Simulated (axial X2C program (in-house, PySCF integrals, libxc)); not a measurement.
## How long does RuH take?

A bond scan computed with an in-house relativistic program for diatomic molecules. Basis: Ru dyall-cv3z [12s12p8d5f3g], H dyall-v3z [6s2p1d] (cores contracted in-house).

Input:
```json
{
 "zs": [
  44,
  1
 ],
 "q": 0,
 "bas": [
  "dyall-cv3z",
  "dyall-v3z"
 ],
 "levels": [
  "PBE0",
  "HF",
  "BP86",
  "BHandHLYP",
  "r2SCAN0"
 ],
 "cc": true,
 "r0": 1.57,
 "thr": -2.0,
 "nmax": 140
}
```
```bash
python so2c.py task.json out
```

Keys: zs atomic numbers; q charge; bas basis sets; levels methods; cc coupled cluster on or off; r0 starting distance in Å; thr threshold in hartree for freezing inner shells (an s shell follows its p shell); nmax most natural virtual spinors. HF also brings MP2.

Hardware: 2 threads of Arm Neoverse V2, with other jobs on the host.

Wall time of one point of each curve, integrals apart:

```
Hamiltonian                                level  points  seconds a point
  spin-free                                 PBE0      12             0.29
  spin-free                                   HF      12             0.14
  spin-free  CCSD(T) (9 electrons, 124 virtuals)       7                5
  spin-free                                 BP86      12             0.23
  spin-free                            BHandHLYP      12             0.31
  spin-free                              r2SCAN0      12             0.55
         2c                                 PBE0      12             0.39
         2c                                   HF      12             0.27
         2c  CCSD(T) (9 electrons, 125 virtuals)       7              6.5
         2c                                 BP86      12             0.26
         2c                            BHandHLYP      12             0.46
         2c                              r2SCAN0      12             0.62
```

The rest:

Search with its distance optimisation 16 s, atoms 25 s, whole task 170 s. Coupled cluster runs on the points near the minimum only. The program drops outer points, and coupled cluster, when its time limit (not in the input) nears; MP2, further determinants and curves that did not converge are not in the table.
